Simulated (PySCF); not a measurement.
SMILES [GeH3][Zn][CH3] (CH6GeZn) (PBE0/def2-SVP optimised geometry):

```
9

Zn     0.328    -0.214     0.000
C      2.281    -0.217     0.000
H      2.683     0.505     0.730
H      2.682     0.053    -0.991
H      2.679    -1.211     0.262
Ge    -2.079    -0.214     0.000
H     -2.682    -0.926    -1.234
H     -2.682    -0.926     1.234
H     -2.683     1.211     0.000
```

Computed with PBE0/def2-TZVP in PySCF.

Problem. What are the frontier orbital energies and the dipole moment?

Solution. HOMO-2 -9.17 eV, HOMO-1 -9.02 eV, HOMO -7.03 eV, LUMO -0.71 eV, LUMO+1 -0.71 eV; dipole moment 1.15 D.

Meta-Löwdin charges at PBE0/def2-TZVP: Zn1 0.99, C2 -0.87, H3 0.12, H4 0.12, H5 0.12, Ge6 -0.34, H7 -0.04, H8 -0.04, H9 -0.04.
